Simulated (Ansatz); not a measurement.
The same path of F2Ge2H4 + H (9 atoms, charge 0, multiplicity 2) was run 3 times with different band settings. Lost on the way: Ge1–H2. Made: H2–H9.

Computed with Ansatz 0.2.0, UHF/def2-SVP.

Relaxed end points:

```xyz
9
Properties=species:S:1:pos:R:3
Ge -0.064 0.022 -0.216
H -0.276 -0.495 1.203
F 1.634 0.218 -0.420
Ge -1.196 2.046 -0.995
H -2.708 1.843 -0.864
H -0.752 3.222 -0.121
H -0.812 2.287 -2.454
F -0.455 -1.278 -1.276
H 0.169 -0.134 4.871
```

```xyz
9
Properties=species:S:1:pos:R:3
Ge -0.082 -0.157 -0.744
H 0.097 -0.445 3.728
F 1.616 0.073 -0.969
Ge -1.214 2.051 -1.087
H -2.722 1.801 -1.039
H -0.785 2.966 0.061
H -0.791 2.625 -2.439
F -0.477 -1.171 -2.087
H -0.102 -0.014 4.304
```

Common settings: movable images 7; climbing image yes; spring 5.0 eV/Å²; start path through a guess of the saddle point; force threshold 0.05 eV/Å; iteration limit 60; end points relaxed.

| run | optimiser | largest step |
| --- | --- | --- |
| 1 | quadratic models (default) | default |
| 2 | fire | default |
| 3 | fire | 0.5 Å |

**Question.** What does each run give, and how far can it be trusted?

**Answer.** Run 1: converged after 34 iterations, highest image 0.543 eV above the first end. A vibrational analysis at the climbing image gives one clearly imaginary mode, 1960i cm⁻¹: a first-order saddle point.
Run 2: converged after 50 iterations, highest image 0.578 eV above the first end. The order of the point at the top wasn't checked.
Run 3: converged after 50 iterations, highest image 0.578 eV above the first end. The order of the point at the top wasn't checked.
